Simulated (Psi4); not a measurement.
C2H3O2, doublet, at a GFN2-xTB geometry; BLYP/aug-cc-pVDZ (Psi4).

Here is a job for Psi4.
```
memory 2 GB

molecule mol {
0 2
  C    -0.241744    0.214389    0.004552
  O     0.230380    1.315484    0.012491
  O    -1.279745   -0.382174    0.007296
  C     1.023874   -0.905434   -0.019249
  H     1.949220   -0.345411   -0.021383
  H     0.884572   -1.497373    0.876178
  H     0.868348   -1.477429   -0.924909
}

set basis aug-cc-pvdz
set reference uks
set s_tolerance 1e-3
set s_orthogonalization canonical

energy('blyp')
print_variables()
```

What the program printed (banner, timings and long lists left out):

```
   => Loading Basis Set <=

    Name: AUG-CC-PVDZ
    Role: ORBITAL
    Keyword: BASIS

         ---------------------------------------------------------
                                   SCF
               by Justin Turney, Rob Parrish, Andy Simmonett
                          and Daniel G. A. Smith
                              UKS Reference
         ---------------------------------------------------------

  ==> Geometry <==

    Molecular point group: c1
    Full point group: C1

    Geometry (in Angstrom), charge = 0, multiplicity = 2:

       Center              X                  Y                   Z               Mass
    ------------   -----------------  -----------------  -----------------  -----------------
         C           -0.179591333644     0.158647671381     0.003374897107    12.000000000000
         O            0.292532666356     1.259742671381     0.011313897107    15.994914619570
         O           -1.217592333644    -0.437915328619     0.006118897107    15.994914619570
         C            1.086026666356    -0.961175328619    -0.020426102893    12.000000000000
         H            2.011372666356    -0.401152328619    -0.022560102893     1.007825032230
         H            0.946724666356    -1.553114328619     0.875000897107     1.007825032230
         H            0.930500666356    -1.533170328619    -0.926086102893     1.007825032230

  Running in c1 symmetry.

  Rotational constants: A =      0.37823  B =      0.34413  C =      0.18671 [cm^-1]
  Rotational constants: A =  11339.15949  B =  10316.73300  C =   5597.55127 [MHz]
  Nuclear repulsion =  113.219133355003109

  Charge       = 0
  Multiplicity = 2
  Electrons    = 31
  Nalpha       = 16
  Nbeta        = 15

  ==> Algorithm <==

  SCF Algorithm Type is DF.
  DIIS enabled.
  MOM disabled.
  Fractional occupation disabled.
  Guess Type is SAD.
  Energy threshold   = 1.00e-06
  Density threshold  = 1.00e-06
  Integral threshold = 1.00e-12

  ==> Primary Basis <==

  Basis Set: AUG-CC-PVDZ
    Blend: AUG-CC-PVDZ
    Number of shells: 51
    Number of basis functions: 119
    Number of Cartesian functions: 127
    Spherical Harmonics?: true
    Max angular momentum: 2

  ==> DFT Potential <==

   => LibXC <=

    Version 7.1.2
    S. Lehtola, C. Steigemann, M. J. T. Oliveira, and M. A. L. Marques,  SoftwareX 7, 1–5 (2018) (10.1016/j.softx.2017.11.002)

   => Composite Functional: BLYP <=

    BLYP GGA Exchange-Correlation Functional

[...]
      Ntotal   =   31.0000040441 ; deviation = 4.044e-06

   @Spin Contamination Metric:   2.424828337E-03
   @S^2 Expected:                7.500000000E-01
   @S^2 Observed:                7.524248283E-01
   @S   Expected:                5.000000000E-01
   @S   Observed:                5.000000000E-01

    Orbital Energies [Eh]
    ---------------------

    Alpha Occupied:

[...]
      16A     -0.255985

    Alpha Virtual:

[...]
    Beta Occupied:

[...]
    Beta Virtual:

[...]
    Final Occupation by Irrep:
              A
    DOCC [    15 ]
    SOCC [     1 ]
    NA   [    16 ]
    NB   [    15 ]

  @DF-UKS Final Energy:  -228.38635270151346

   => Energetics <=

    Nuclear Repulsion Energy =            113.2191333550031089
    One-Electron Energy =                -534.9087104118716525
    Two-Electron Energy =                 222.3460124631871224
    DFT Exchange-Correlation Energy =     -29.0427881078320524
    Empirical Dispersion Energy =           0.0000000000000000
    VV10 Nonlocal Energy =                  0.0000000000000000
    Total Energy =                       -228.3863527015134594

  UHF NO Occupations:
  HONO-2 :   14  A 1.9997057
  HONO-1 :   15  A 1.9994839
  HONO-0 :   16  A 1.0000000
  LUNO+0 :   17  A 0.0005161
  LUNO+1 :   18  A 0.0002943
  LUNO+2 :   19  A 0.0000934
  LUNO+3 :   20  A 0.0000925

Computation Completed

Properties will be evaluated at   0.000000,   0.000000,   0.000000 [a0]

Properties computed using the SCF density matrix

 Multipole Moments:

 ------------------------------------------------------------------------------------
     Multipole            Electronic (a.u.)      Nuclear  (a.u.)        Total (a.u.)
 ------------------------------------------------------------------------------------

 L = 1.  Multiply by 2.5417464519 to convert [e a0] to [Debye]
 Dipole X            :         -2.8420572            3.6409970            0.7989398
 Dipole Y            :          2.5722059           -3.2654169           -0.6932110
 Dipole Z            :          0.0540840           -0.0689565           -0.0148725
 Magnitude           :                                                    1.0578599

 ------------------------------------------------------------------------------------

  Variable Map:
  ----------------------------------------------------------------------------
[...]
  Array Variable Map:
  ----------------------------------------------------------------------------
[...]
[...]
```
